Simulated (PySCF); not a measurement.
Coordinates in bohr (charge -1 multiplicity 1):
```
Nb    0.0000    0.0000   -0.0422
H     2.0614    0.0000    2.5352
H    -1.0308    1.7852    2.5352
H    -1.0307   -1.7853    2.5352
H     3.2307    0.0001   -1.2376
H    -1.6154    2.7978   -1.2376
H    -1.6153   -2.7979   -1.2376
```

All numbers come from PBE0/[Nb def2-TZVPD with ECP28, H def2-TZVPD], scalar-relativistic core potentials, density fitting, no spin–orbit coupling, PySCF.

This geometry of NbH₆⁻ is a stationary point at this level.

Problem. What is the point group?

Solution. C3v.

Problem. Is it a minimum?

Solution. Yes: all harmonic wavenumbers are real.

Problem. List the harmonic modes with their infrared intensities.

Solution. 
```csv
symmetry,ω (cm⁻¹),"IR (km/mol, summed over degenerate members)",type
e,504,206,bend
a1,614,79.9,bend
a2,687,0.0,bend
e,698,88.0,bend
e,796,6.3,bend
a1,968,152,bend
e,1585,1002,stretch
a1,1643,617,stretch
e,1748,821,stretch
a1,1833,200,stretch
```

Problem. Give the ideal-gas entropy at 298.15 K and 1 bar by parts.

Solution. translation 166.2, rotation 71.2, vibration 13.5, spin 0.0; total 250.8 J/(mol K).

In C3v the vibrations span 5e + 4a1 + a2. The a2 mode carries no infrared intensity, as symmetry demands.

This need not be the most stable arrangement of these atoms. The lowest empty level of this anion is unbound, so it and the gap depend on the basis.
